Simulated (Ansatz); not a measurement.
```yaml
crystal:
  periodic: [false, false, false]
  atoms:
    - {symbol: C, position_ang: [1.757414, -1.489140, -0.739105]}
    - {symbol: C, position_ang: [1.082501, -0.155189, -0.913773]}
    - {symbol: Ge, position_ang: [1.829668, 1.035959, -2.332136]}
    - {symbol: N, position_ang: [0.109487, 0.250540, -0.250033]}
    - {symbol: Ga, position_ang: [-1.192109, 0.143325, 1.026645]}
    - {symbol: C, position_ang: [-0.736861, 0.912914, 2.774876]}
    - {symbol: C, position_ang: [-2.937485, -0.511739, 0.409738]}
    - {symbol: H, position_ang: [1.274617, -2.063165, 0.055107]}
    - {symbol: H, position_ang: [2.815662, -1.350619, -0.495562]}
    - {symbol: H, position_ang: [1.720635, -2.058975, -1.673116]}
    - {symbol: H, position_ang: [1.029626, 2.344089, -2.342585]}
    - {symbol: H, position_ang: [1.739319, 0.355501, -3.713910]}
    - {symbol: H, position_ang: [3.319633, 1.334316, -2.064233]}
    - {symbol: H, position_ang: [-0.827099, 0.156278, 3.558424]}
    - {symbol: H, position_ang: [0.283693, 1.296814, 2.779854]}
    - {symbol: H, position_ang: [-1.419194, 1.727269, 3.029741]}
    - {symbol: H, position_ang: [-3.221572, -1.411933, 0.960762]}
    - {symbol: H, position_ang: [-2.911696, -0.750864, -0.653803]}
    - {symbol: H, position_ang: [-3.716248, 0.234610, 0.583128]}
basis:
  gaussian: {orbitals: x2c-TZVPPall}
hamiltonian: {xc: {name: CAM-B3LYP}, dispersion: d4}
output: {forces: true}
```

```sh
$ ansatz run in.yaml --threads 4 --pin off --events-out ev --progress --plain --max-ram 63488MiB --backend cuda --devices 0, --max-vram 37GiB
```

It prints (some lines left out):

```
Functional definition: CAM-B3LYP
2400 factors; their error is unknown
610 factors; integrals over basis functions are off by at most 8.8e-6 eV
mean field evaluation 1: about -115833.7389 eV, gradient 8.9e1 eV
mean field evaluation 2: about -115827.7152 eV, gradient 1.0e2 eV
mean field evaluation 4: about -115849.1490 eV, gradient 5.0e0 eV
mean field evaluation 8: about -115849.2025 eV, gradient 4.1e-1 eV
mean field evaluation 16: about -115849.4306 eV, gradient 8.8e-3 eV
mean field -115849.43055488 eV, -4257.3880473273 hartree, gradient 2.0e-5 eV, S^2 0.000000; 0 other end points of the search recorded, 0 dependent functions left out
reference -115849.43075457 eV, -4257.3880546659 hartree; 53, 53 occupied and 366, 366 virtual orbitals, 2400 factors
Total energy: -115849.83561001 eV, -4257.4029328290 hartree
Relativity: scalar
Atom 0 at     1.757414    -1.489140    -0.739105 Å, force     0.062917    -0.112320     0.007301 eV/Å
Atom 1 at     1.082501    -0.155189    -0.913773 Å, force    -0.154372     0.199338     0.027891 eV/Å
Atom 2 at     1.829668     1.035959    -2.332136 Å, force     0.011008     0.054803    -0.044671 eV/Å
Atom 3 at     0.109487     0.250540    -0.250033 Å, force     0.075615    -0.078241    -0.025568 eV/Å
Atom 4 at    -1.192109     0.143325     1.026645 Å, force    -0.018472     0.026999     0.000971 eV/Å
Atom 5 at    -0.736861     0.912914     2.774876 Å, force    -0.009024    -0.032076    -0.059719 eV/Å
Atom 6 at    -2.937485    -0.511739     0.409738 Å, force     0.064869     0.014348     0.018881 eV/Å
Atom 7 at     1.274617    -2.063165     0.055107 Å, force     0.053107     0.048169    -0.078313 eV/Å
Atom 8 at     2.815662    -1.350619    -0.495562 Å, force    -0.101881    -0.017584    -0.012564 eV/Å
Atom 9 at     1.720635    -2.058975    -1.673116 Å, force    -0.003153     0.045708     0.093281 eV/Å
Atom 10 at     1.029626     2.344089    -2.342585 Å, force     0.111156    -0.185606     0.003760 eV/Å
Atom 11 at     1.739319     0.355501    -3.713910 Å, force     0.011742     0.085686     0.183862 eV/Å
Atom 12 at     3.319633     1.334316    -2.064233 Å, force    -0.196403    -0.043129    -0.032079 eV/Å
Atom 13 at    -0.827099     0.156278     3.558424 Å, force     0.007966     0.066758    -0.081038 eV/Å
Atom 14 at     0.283693     1.296814     2.779854 Å, force    -0.099667    -0.038202    -0.004938 eV/Å
Atom 15 at    -1.419194     1.727269     3.029741 Å, force     0.063357    -0.080715    -0.036462 eV/Å
Atom 16 at    -3.221572    -1.411933     0.960762 Å, force     0.034820     0.086280    -0.049687 eV/Å
Atom 17 at    -2.911696    -0.750864    -0.653803 Å, force     0.001188     0.025370     0.103869 eV/Å
Atom 18 at    -3.716248     0.234610     0.583128 Å, force     0.085228    -0.065587    -0.014779 eV/Å
Dipole moment:    -0.000079    -0.260207     0.157474 e Å
```

Hardware: 4 threads of an AMD EPYC 7R13 on a shared host and a share of an NVIDIA H100 80 GB. Wall time 3 s, peak host memory 1.1 GiB.
